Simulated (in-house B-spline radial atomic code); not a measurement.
Cu⁵⁺: [Ar] 3d6

Level of theory: Dirac-Kohn-Sham PBE0, spherical fractional occupations, exact exchange averaged over the configuration, Fermi nucleus of rms radius 3.8823 fm; calculated with a B-spline radial code for spherical atoms.

Z_r = [3n² - l(l+1)]/(2<r>); Z_e = n√(-2ε); the last column is Slater's effective charge. Values are occupation-weighted means over j.

| shell | electrons | ε (eV) | <r> (bohr) | Z_r | Z_e | Slater |
| --- | --- | --- | --- | --- | --- | --- |
| 1s | 2 | -8998.7 | 0.05213 | 28.78 | 25.72 | 28.70 |
| 2s | 2 | -1181.7 | 0.2347 | 25.57 | 18.64 | 24.85 |
| 2p | 6 | -1032.6 | 0.2063 | 24.24 | 17.42 | 24.85 |
| 3s | 2 | -216.26 | 0.6911 | 19.53 | 11.96 | 17.75 |
| 3p | 6 | -171.01 | 0.7139 | 17.51 | 10.64 | 17.75 |
| 3d | 6 | -99.147 | 0.7619 | 13.78 | 8.10 | 9.25 |

The least bound orbital is 3d5/2 at -98.99 eV, and it is also the most diffuse (<r> = 0.7631 bohr).

Spin-orbit splittings of the orbital energies (j = l + 1/2 above j = l - 1/2 when positive): 2p 20.55 eV, 3p 2.857 eV, 3d 0.3913 eV.

For the 1s electron the small component carries 1.09 % of the norm, the zero-frequency Breit interaction raises the level by 11.85 eV, self-energy by 5.997 eV, and vacuum polarisation lowers it by 0.5447 eV.
